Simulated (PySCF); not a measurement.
# Simulated absorption spectrum

Compound: C2H8SSi2.
SMILES: `C(=S)([SiH2][SiH3])C`

Computed with TDDFT CAM-B3LYP/def2-SVPD, vertical, gas phase, core orbitals frozen in the response (PySCF). Geometry: PBE0-D3(BJ)/def2-SVP, one conformer, isolated molecule. Torsions of this conformer, `[CH3:1][C:2](=[S:3])[SiH2:4][SiH3:5]`: C1–C2–Si4–Si5 -105°.

Each state is given a Gaussian of 0.3 eV full width at half maximum, with ε(max) = 2.175×10⁸ f / Δν̃ (Δν̃ the width in cm⁻¹). The width is an assumption, not a result. The curve ends short of the highest state used, and states not computed would add to its high-energy end.

| E (eV) | ε (L mol⁻¹ cm⁻¹) |
| --- | --- |
| 1.69 | 0 |
| 1.89 | 3 |
| 2.08 | 18 |
| 2.28 | 12 |
| 2.47 | 1 |
| 2.67 | 0 |
| 2.86 | 0 |
| 3.06 | 0 |
| 3.26 | 0 |
| 3.45 | 0 |
| 3.65 | 0 |
| 3.84 | 0 |
| 4.04 | 0 |
| 4.23 | 0 |
| 4.43 | 0 |
| 4.62 | 50 |
| 4.82 | 2698 |
| 5.01 | 12273 |
| 5.21 | 5580 |
| 5.40 | 1784 |
| 5.60 | 2523 |
| 5.79 | 1990 |
| 5.99 | 4158 |
| 6.18 | 8851 |

Task: Where are the band maxima, and which computed states make them?

Result: 578 nm (2.14 eV), ε about 21, made up of S1 (100%); 246 nm (5.04 eV), ε about 13000, made up of S2 (100%); 224 nm (5.54 eV), ε about 2700, made up of S3 (94%) (ε in L mol⁻¹ cm⁻¹; maxima over ε = 5, shares over 10%). At its high-energy end, 6.18 eV, the curve is still rising (ε about 8900, from S5 and S6). The states used: S1 2.14 eV (f 0.0002); S2 5.04 eV (f 0.142); S3 5.53 eV (f 0.028); S4 5.81 eV (f 0.016); S5 6.09 eV (f 0.049); S6 6.32 eV (f 0.103); S7 6.50 eV (f 0.053); S8 6.59 eV (f 0.0064); S9 6.67 eV (f 0.018); S10 6.78 eV (f 0.021).

Task: What would ε be at 5.04 eV, the highest of these maxima, with half the width (0.15 eV)?

Result: About 25400 L mol⁻¹ cm⁻¹ against 12700, a factor of about 1.99; a lone state at its own centre would give exactly 2.

Task: On this curve, what absorbance would a 10⁻⁴ mol/L sample give at 222 nm over a 1 cm path?

Result: 222 nm is 5.585 eV, where ε is about 2600 L mol⁻¹ cm⁻¹, so A = ε c l ≈ 0.26 (Beer–Lambert, with the gas-phase spectrum and the assumed width).

Task: Does any computed singlet lie in the visible range?

Result: S1 lies in the visible range (380 to 750 nm), at 578 nm, dark in the vertical dipole picture (f under 0.0005); light of that wavelength is yellow-green to yellow, and its complementary colour is violet to blue; a Tamm–Dancoff triplet lies at 750 nm, without intensity as long as spin–orbit coupling is left out.

The vertical ionisation energy (ΔSCF) is 8.41 eV, 1.63 eV above S10.
